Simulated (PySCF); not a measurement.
**How ionic is MK along the alkali metals?**

r²SCAN in PySCF with def2-SVPD on every atom (core potentials on Rb, Cs), for the lowest determinant that a PBE0 search found; no spin–orbit coupling. A negative dipole means M(+)K(−).

```csv
M,state (unpaired electrons),Re (Å),μ (D)
Li,singlet (closed shell),3.476,3.27
Na,singlet (closed shell),3.629,3.04
Rb,singlet (closed shell),4.226,-0.50
Cs,singlet (closed shell),4.465,-1.92
```

Q: Give the ionic character |μ|/(e·Re) of each, with 1 e·Å = 4.803 D, and the positive end.

A: KLi 20 % (K positive), KNa 17 % (K positive), KRb 2 % (Rb positive), CsK 9 % (Cs positive). Lone pairs and polarisation enter μ too, so this number is only a rough measure of charge transfer.

Closed-shell solutions of metal pairs were not tested for spin polarisation, which can lower them a little. Spin–orbit coupling is left out.
